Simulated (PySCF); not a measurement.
## Potential energy of KB along the bond

Set-up: basis K def2-SVPD, B def2-SVPD; no relativity; PySCF 2.14. Energies in eV from K + B in their ground configurations at the same level. All curves are PBE0. state 1: ³Π (triplet), unpaired electrons σ ↑, π ↑; state 2: Ms = 0 determinant of mixed spin (⟨S²⟩ near 1.0), unpaired electrons σ ↓, π ↑, a second solution, started from another occupation; state 3: ³Σ⁻ (triplet), unpaired electrons π ↑↑, a second solution, started from another occupation; state 4: Ms = 0 determinant of mixed spin (⟨S²⟩ near 1.0), unpaired electrons π ↑↓, a mixture of terms (⟨Lz²⟩ = 2.0), a second solution, started from another occupation.

```csv
R (Å),state 1,state 2,state 3,state 4
2.475,-0.6782,-0.4462,-0.6531,-0.4215
2.590,-0.8446,-0.6113,-0.6848,-0.4550
2.705,-0.9362,-0.7041,-0.6667,-0.4388
2.792,-0.9685,-0.7388,-0.6293,-0.4032
2.878,-0.9774,-0.7514,-0.5771,-0.3529
2.964,-0.9686,-0.7477,-0.5141,-0.2919
3.079,-0.9372,-0.7249,-0.4185,-0.1992
3.223,-0.8781,-0.6789,-0.2886,-0.0733
3.396,-0.7928,-0.6116,-0.1273,0.0826
3.626,-0.6738,-0.5178,0.0836,0.2858
```

**Question.** Put a parabola through the three lowest points of the state 1 curve and estimate Re, k and ωe (reduced mass 8.584 u; 1 eV/Å² = 0.16022 mdyn/Å; ωe = 1302.8·√(k/μ) cm⁻¹).

**Answer.** Through R = 2.792, 2.878, 2.964 Å the second-order coefficient is 1.20 eV/Å², so Re ≈ 2.878 Å, k ≈ 0.383 mdyn/Å and ωe ≈ 275 cm⁻¹. A polynomial fit of higher order to the unrounded PBE0 energies gives Re = 2.874 Å, k = 0.383 mdyn/Å, ωe = 275 cm⁻¹; anharmonicity and rounding make the difference.

The higher-order fit for each curve: state 1: Re = 2.874 Å, ωe = 275 cm⁻¹, De = 0.98 eV; state 2: Re = 2.898 Å, ωe = 254 cm⁻¹, minimum 0.75 eV below the ground-state fragments; state 3: Re = 2.600 Å, ωe = 339 cm⁻¹, minimum 0.68 eV below the ground-state fragments; state 4: Re = 2.604 Å, ωe = 336 cm⁻¹, minimum 0.455 eV below the ground-state fragments.

The state is the lowest determinant that a PBE0 search found; another state may lie lower at other levels.
